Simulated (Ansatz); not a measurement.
**Which is lower?**

The two ends of one reaction step of GaNH₆O, closed shell (PBE0-D4/def2-TZVP).

A:

| atom | x (Å) | y (Å) | z (Å) |
| --- | --- | --- | --- |
| Ga1 | -0.8335 | -0.5214 | 0.2030 |
| O2 | -1.2619 | 1.2304 | -0.1483 |
| H3 | -1.0582 | -1.5254 | -0.9941 |
| H4 | -0.9426 | -0.9202 | 1.7204 |
| H5 | 1.1354 | 0.9858 | -0.1033 |
| N6 | 1.2399 | -0.0123 | 0.0634 |
| H7 | -1.7960 | 1.3424 | -0.9350 |
| H8 | 1.7786 | -0.1540 | 0.9094 |
| H9 | 1.7384 | -0.4252 | -0.7154 |

B:

```
9
angstrom
Ga -0.4995 -0.8075 0.2898
O -0.9633 1.2810 -0.1200
H -1.1049 -1.4948 -0.9866
H -1.0082 -0.9888 1.7566
H 0.0184 1.3296 -0.2282
N 1.2611 -0.1403 0.0754
H -1.3604 1.4468 -0.9804
H 1.8556 -0.1255 0.8923
H 1.8012 -0.5004 -0.6989
```

Computed with Ansatz 0.2.0 (basis: def2-TZVPP); correlated methods freeze the cores. Filled d shells of the heavier atoms are correlated. The def2 sets are not built for correlating such inner shells, so the correlated values are less sure here. B3LYP uses VWN-RPA correlation.

Question: Which structure is lower at CCSD(T), and by how much? (An estimate is asked for; the value comes from the calculation.)

Answer: Computed: A, by 0.573 eV (electronic energy, against the other). By their contacts, A is GaNH₆O ([NH3][GaH2][OH]) and B is GaNH₆O ([NH2][GaH2][OH2]).

All methods give the same order:

| method | E(B) − E(A) (eV) |
| --- | --- |
| SPW92 | 0.432 |
| PBE-D4 | 0.504 |
| BLYP-D4 | 0.540 |
| r2SCAN-D4 | 0.568 |
| B97M-V | 0.602 |
| PBE0-D4 | 0.546 |
| B3LYP-D4 | 0.570 |
| r2SCAN0-D4 | 0.583 |
| BHLYP-D4 | 0.620 |
| CAM-B3LYP-D4 | 0.577 |
| wB97X-V | 0.586 |
| wB97M-V | 0.549 |
| B2PLYP | 0.582 |
| PBE-QIDH | 0.578 |
| RPA on PBE | 0.569 |
| HF | 0.720 |
| MP2 | 0.570 |
| CCSD | 0.596 |
| CCSD(T) | 0.573 |

No T1 diagnostic of these runs exceeds 0.013.

Labels in which every atom is bracketed show which atoms are joined, not bond orders.

For scale, one of the runs: CCSD(T)/def2-TZVPP, 194 basis functions, launched by `ansatz run in.yaml --threads 4 --pin off --events-out ev --progress --plain --max-ram 9574MiB`. The run took 51 s on 4 CPU threads of an Arm Neoverse V1 (shared host), with 2.3 GiB of host memory at its peak.
